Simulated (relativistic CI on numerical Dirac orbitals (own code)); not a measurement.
# Slater and spin-orbit integrals, Sm2+

These numbers are calculated, not measured: Dirac-Coulomb-Breit CI, separate exchange-only KLI orbitals for each configuration, model QED (radiative potential, 1s self-energy scaled to tabulated hydrogen-like ionisation energies), valence Slater integrals scaled by 0.85, P86 correlation energy added to each configuration (own radial code, finite nucleus).

Slater integrals F^k, G^k are unscaled and averaged over j, outside the closed core [Xe]; ζ comes from projecting the Hamiltonian with its Breit term on Σ l·s of the shell.

- 4f6: F^2(4f,4f) = 96219, F^4(4f,4f) = 59711, F^6(4f,4f) = 42776, ζ(4f) = 1062.1 cm⁻¹; <r>(4f) = 0.9873, <r^2>(4f) = 1.309 (bohr units).
- 4f5 6s: F^2(4f,4f) = 105270, F^4(4f,4f) = 65768, F^6(4f,4f) = 47237, ζ(4f) = 1162.6, G^3(4f,6s) = 3074.7 cm⁻¹; <r>(4f) = 0.9115, <r^2>(4f) = 1.077, <r>(6s) = 3.509, <r^2>(6s) = 13.74 (bohr units).
- 4f5 6p: F^2(4f,4f) = 105500, F^4(4f,4f) = 65925, F^6(4f,4f) = 47352, ζ(4f) = 1160.6, F^2(4f,6p) = 8246.5, G^2(4f,6p) = 2183.5, G^4(4f,6p) = 1980.5, ζ(6p) = 2333.5 cm⁻¹; <r>(4f) = 0.9091, <r^2>(4f) = 1.068, <r>(6p) = 4.24, <r^2>(6p) = 20.01 (bohr units).

For a near-neutral ion this model can misplace configurations by up to about 10,000 cm⁻¹ (more where the count of f electrons changes) and terms by 10 to 25 % of their spread. Rates follow the energies as ν³ (E1, M1) or ν⁵ (E2), so they and the lifetimes can be off by large factors. The fine structure of a lone outer electron comes out too small, for d and f at times inverted, and misplaced configurations move strength between like terms. 6 of the 28 excited levels that our extract of the measured tables holds in this range could be paired (the sources list more); they are missed by 10 cm⁻¹ on average and 20 at most, and levels without a partner can miss by more. Some levels of the ground configuration have no partner and can miss by 10 % or more.

Averages of the first 4 configurations, taken without configuration mixing, which lowers the lowest level and can move excited configurations by several eV; other configurations of the list can lie among them:

```
Configuration  Parity  States  Average energy above the lowest level (eV)
          4f6    even    3003                                         7.0
       4f5 6s     odd    4004                                         9.5
       4f5 6p    even   12012                                        13.6
       4f5 7s     odd    4004                                        18.4
```
